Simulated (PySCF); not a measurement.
## Working out the excitation energy of As

As [Ar] 3d10 4s2 4p3 (4S) → As [Ar] 3d10 4s1 4p4 (4P). All numbers are calculated (PySCF 2.14, the spin-free X2C one-electron Hamiltonian (Gaussian nucleus), in aug-cc-pVTZ-DK (7s6p4d2f, 59 functions)). Frozen: [Ar] 3d10. Energies in hartree (1 hartree = 27.21139 eV):

```csv
part,As (lower),As (upper)
UHF,-2259.014424,-2258.699285
CCSD correlation,-0.085741,-0.100834
(T),-0.002931,-0.011164
```

Problem. What does Hartree-Fock give?

Solution. (-2258.699285) − (-2259.014424) = 0.315139 hartree = 8.575 eV.

Problem. What do CCSD and CCSD(T) give?

Solution. The CCSD correlation energies differ by -0.015093 hartree = -0.411 eV and the triples by -0.008233 hartree = -0.224 eV, so CCSD gives 8.164 eV and CCSD(T) 7.940 eV.

The coupled-cluster amplitudes are large, so a single reference is strained.
